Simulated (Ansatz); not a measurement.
Relaxation of C₂H₂AlCl₃ (8 atoms, charge 0, multiplicity 1), to a largest force component of 0.02 eV/Å in at most 40 steps.

These are results of Ansatz 0.2.0, RKS revPBE-D4/STO-3G, not measurements.

```xyz
8
Properties=species:S:1:pos:R:3
C -0.466 -0.210 -1.995
C 0.459 0.261 -2.583
H -1.281 -0.638 -1.489
H 1.273 0.673 -3.102
Cl -0.106 1.567 3.541
Al 0.012 -0.019 2.278
Cl -1.700 -0.775 1.495
Cl 1.809 -0.858 1.855
```

Problem. Where does it end, and by what steps?

Solution. It converged. Limits of this set-up: minimal basis. After 18 steps the energy has fallen by 0.850 eV; Cl5 moved furthest, 2.01 Å. Joined: C2–Al6 (4.89 → 2.33 Å).

```
step  energy less start (eV)  largest force component (eV/Å)  accepted
   0                  0.0000                           1.419       yes
   1                 -0.1730                           0.433       yes
   2                 -0.1867                           0.092       yes
   3                 -0.1972                           0.251       yes
   4                 -0.2155                           0.283       yes
   5                 -0.2397                           0.129       yes
   6                 -0.2720                           0.208       yes
   7                 -0.3268                           0.365       yes
   8                 -0.4033                           0.334       yes
   9                 -0.5114                           0.344       yes
  10                 -0.6386                           0.432       yes
  11                 -0.7467                           0.300       yes
  12                 -0.8122                           0.193       yes
  13                 -0.8238                           0.122       yes
  14                 -0.8286                           0.546       yes
  15                 -0.8466                           0.239       yes
  16                 -0.8498                           0.122       yes
  17                 -0.8500                           0.020       yes
  18                 -0.8501                           0.007       yes
```

```xyz
8
Properties=species:S:1:pos:R:3
C -0.708 -0.168 -1.354
C 0.378 0.391 -1.204
H -1.678 -0.680 -1.406
H 1.333 0.919 -1.307
Cl 0.216 1.935 1.595
Al 0.144 -0.090 1.069
Cl -1.621 -1.134 1.499
Cl 1.935 -1.173 1.108
```

Whether the end is a true minimum wasn't checked by a vibrational analysis.

Run time: 42 s on 1 thread of Arm Neoverse V1, with other jobs on the host, peak memory 0.12 GiB.
